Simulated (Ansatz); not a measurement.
Total energies of naphthyltetrahydrothiophenium benzoate, `CCCCOc1ccc([S+]2CCCC2)c2ccccc12.O=C([O-])c1ccccc1` from Ansatz at PBE-D4/def2-SVP, gas phase (1 Eh = 27.2114 eV = 2625.5 kJ/mol). The reference geometry is relaxed at PBE-D4/def2-SVP.

```tsv
state	geometry	energy (Eh)
charge 0 singlet	reference	-1590.79567
charge 1 doublet	reference	-1590.55009
charge -1 doublet	reference	-1590.79978
free C atom (triplet)	–	-37.75124
free O atom (triplet)	–	-74.91467
free S atom (triplet)	–	-397.80063
free H atom (doublet)	–	-0.49863
```

Single mean-field runs in def2-SVP are fitted with def2-universal-jkfit.

Question: Work out the vertical ionisation energy to the doublet.

Answer: E(charge 1 doublet) − E(charge 0 singlet) = -1590.55009 − (-1590.79567) = 0.24558 Eh = 6.68 eV. For comparison, −ε of the highest occupied level is 4.32 eV at this level, 2.36 eV less.

Question: Work out the vertical electron affinity, to the doublet.

Answer: E(charge 0 singlet) − E(charge -1 doublet) = -1590.79567 − (-1590.79978) = 0.00411 Eh = 0.11 eV. The basis lacks diffuse functions, which makes affinities too small.

Question: Give the fundamental gap IE − EA, the Mulliken electronegativity (IE + EA)/2 and the hardness (IE − EA)/2.

Answer: From the values in Eh: IE − EA = 0.24558 − 0.00411 = 0.24147 Eh = 6.57 eV; (IE + EA)/2 = 3.40 eV; (IE − EA)/2 = 3.29 eV. The HOMO–LUMO gap of the same run is 2.27 eV, 4.30 eV smaller than the fundamental gap.

Question: What is the binding energy per atom against free atoms?

Answer: Atoms: 25 × (-37.75124) + 3 × (-74.91467) + 1 × (-397.80063) + 28 × (-0.49863) = -1580.28728 Eh. Binding: -1580.28728 − (-1590.79567) = 10.50839 Eh = 285.95 eV, or 5.02 eV for each of 57 atoms (no zero-point energy, no counterpoise term).

At PBE-D4/def2-SVP the gap within one spin of the charge 1 doublet nearly closes, so an electron or hole may be smeared out by delocalisation error. At PBE-D4/def2-SVP the gap within one spin of the charge -1 doublet nearly closes, so an electron or hole may be smeared out by delocalisation error. At PBE-D4/def2-SVP the highest occupied level of the charge -1 doublet lies above zero (up to 1.79 eV). Energy differences disagree on whether the electron is bound (positive means bound): 0.11 eV (vertical, to the charge 0 singlet, at PBE-D4/def2-SVP), but -0.20 eV at BHLYP-D4/def2-SVP.
